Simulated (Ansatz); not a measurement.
`[SiH3]C([SiH3])[TeH]` and `[SiH3]C([SiH3])[SiH3]` differ in one atom or group.

Ansatz, PBE0-D4/def2-TZVP geometries, multiplicity 1. 

Elements past krypton have def2 core potentials.

```csv
property,`[SiH3]C([SiH3])[TeH]`
size of the dipole moment (B3LYP/def2-TZVPP) / D,0.63
HOMO–LUMO gap (B3LYP/def2-TZVPP) / eV,4.86
HOMO–LUMO gap (PBE/def2-TZVPP) / eV,3.42
HOMO energy (PBE0/def2-TZVPP) / eV,-6.38
LUMO energy (ωB97M-V/def2-TZVPP) / eV,0.69
size of the dipole moment (PBE/def2-TZVPP) / D,0.62
```

Problem. Give the same properties after the change, and the shifts. (An estimate is asked.)

Solution. Computed: 
| property | `[SiH3]C([SiH3])[SiH3]` | shift |
| --- | --- | --- |
| size of the dipole moment (B3LYP/def2-TZVPP) / D | 0.75 | 0.12 |
| HOMO–LUMO gap (B3LYP/def2-TZVPP) / eV | 8.31 | 3.45 |
| HOMO–LUMO gap (PBE/def2-TZVPP) / eV | 6.66 | 3.24 |
| HOMO energy (PBE0/def2-TZVPP) / eV | -8.77 | -2.39 |
| LUMO energy (ωB97M-V/def2-TZVPP) / eV | 1.51 | 0.82 |
| size of the dipole moment (PBE/def2-TZVPP) / D | 0.74 | 0.12 |

With PBE0 the HOMO falls by 2.39 eV and the LUMO rises by 1.04 eV, so the gap widens by about 3.43 eV. PBE moves the HOMO by -2.20 eV and ωB97M-V by -2.44 eV. Dipoles are sizes alone; their direction can turn.

B3LYP here is the variant with VWN-RPA as its local correlation; programs differ in this.

Spin–orbit coupling is left out; it splits and shifts lone-pair levels of the heavy atoms by tenths of an eV.
